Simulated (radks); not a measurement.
The numbers below are computed, except where a source is named.
All-electron atom: neutral scandium in [Ar] 3d1 4s2.

Level of theory: scalar-relativistic Kohn-Sham, r2SCAN, spin-polarised, spherical densities, finite nucleus; open shells are filled with parallel spins first; meta-GGA in the generalised Kohn-Sham scheme; Fermi nuclear charge, rms radius 3.5459 fm (a radial shooting solver on a logarithmic mesh with Libxc functionals).

Energy parts (eV):
total: -20796.121
kinetic: 20954.671
electron-nucleus: -49391.557
Hartree: 8703.600
exchange-correlation: -1062.835

Orbitals (lengths in bohr, moments of r in powers of bohr):
| orbital | occ. | eigenvalue (eV) | <r^4> | <r^2> | <r> |
|---|---|---|---|---|---|
| 1s up | 1 | -4416.377 | 0.0001331 | 0.007180 | 0.07305 |
| 1s down | 1 | -4416.389 | 0.0001331 | 0.007180 | 0.07305 |
| 2s up | 1 | -481.5687 | 0.03416 | 0.1389 | 0.3425 |
| 2s down | 1 | -481.3009 | 0.03408 | 0.1387 | 0.3423 |
| 2p up | 3 | -393.0471 | 0.02828 | 0.1167 | 0.3074 |
| 2p down | 3 | -392.8402 | 0.02819 | 0.1166 | 0.3072 |
| 3s up | 1 | -57.5612 | 2.886 | 1.334 | 1.076 |
| 3s down | 1 | -56.5484 | 2.876 | 1.332 | 1.075 |
| 3p up | 3 | -35.1772 | 4.581 | 1.611 | 1.169 |
| 3p down | 3 | -34.1421 | 4.571 | 1.607 | 1.168 |
| 3d up | 1 | -3.4182 | 63.13 | 4.621 | 1.838 |
| 3d down | 0 | -2.4539 | 100.9 | 5.588 | 1.984 |
| 4s up | 1 | -4.4583 | 389.2 | 15.54 | 3.686 |
| 4s down | 1 | -4.0896 | 475.0 | 17.07 | 3.859 |

The highest occupied level is 3d up at -3.418 eV. The spin density at the nucleus is 0.1588 e/bohr^3 (1s 0.0173, 2s -0.2501, 3s -0.0128, 4s 0.4043).
